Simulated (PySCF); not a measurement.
C₆H₁₁O (doublet state).
Geometry (GFN2-xTB, Å), atoms numbered from 1 in this order:
```
atom  x, y, z in Å
C1     2.5270   -0.2993   -0.8409
O2     2.0609   -0.1121    0.4706
C3     0.8020   -0.7194    0.7087
C4    -0.3063   -0.1201   -0.0644
C5    -1.6231   -0.6785   -0.4828
C6    -2.1331    0.7685   -0.6373
C7    -0.7514    1.2964   -0.2038
H8     2.6801   -1.3647   -1.0582
H9     1.8262    0.1104   -1.5773
H10    3.4776    0.2256   -0.9098
H11    0.6556   -0.5893    1.7946
H12    0.8542   -1.8018    0.4994
H13   -2.1390   -1.2770    0.2753
H14   -1.6136   -1.2624   -1.4083
H15   -2.9381    1.0276    0.0459
H16   -2.4243    1.0394   -1.6494
H17   -0.2271    1.8850   -0.9622
H18   -0.7362    1.8780    0.7233
```

The hyperfine couplings belong to this conformer and change with its torsions.

Identity: `COC[C]1CCC1` [radical].

The calculation used PySCF, UKS B3LYP, pcH-1 on C H O, non-relativistic, mean-field spin-orbit, GIAO. Isolated species at its GFN2-xTB geometry (one conformer only). The geometry wasn't refined by DFT: couplings that depend on bond lengths, twists or pyramidal angles can differ widely from those at the functional's own minimum. No stability test was run, so a lower SCF solution isn't excluded.

The largest Mulliken spin populations are on C4 (+0.96), C5 (-0.09) and C7 (-0.09). No atom but C4 exceeds +0.15. The positive populations add up to 1.24 and the negative ones to -0.24, together 2S = 1. The angles at C4 add up to 356.0°, so it is nearly planar.

Task: How do the β-proton couplings of this frozen conformer go with θ, the angle between the C–H bond and the normal to the plane of the spin centre's three neighbours, both seen down the bond from centre to carbon?

Result: 
| β H | on | centre | θ (°) | cos²θ | a (G) |
| --- | --- | --- | --- | --- | --- |
| H11 | C3 | C4 | 11 | 0.96 | +42.03 |
| H12 | C3 | C4 | 72 | 0.10 | +8.08 |
| H13 | C5 | C4 | 34 | 0.68 | +36.19 |
| H14 | C5 | C4 | 20 | 0.89 | +41.16 |
| H17 | C7 | C4 | 20 | 0.89 | +38.31 |
| H18 | C7 | C4 | 35 | 0.68 | +35.26 |

Fitting the Heller–McConnell form a = ρ(B0 + B2 cos²θ), with Mulliken ρ = 0.96, gives B0 = 6.2 G and B2 = 41.3 G, with a largest miss of 3.3 G. By this fit the coupling would be 45.4 G at θ = 0° and 5.9 G at 90°.

Couplings in gauss use g_iso = 2.0027.

Time: 65 s wall (with the writing of density and orbital grids); peak memory 1.0 GiB. Hardware: one thread, Arm Neoverse V2 (aarch64), no GPU, on a shared host.
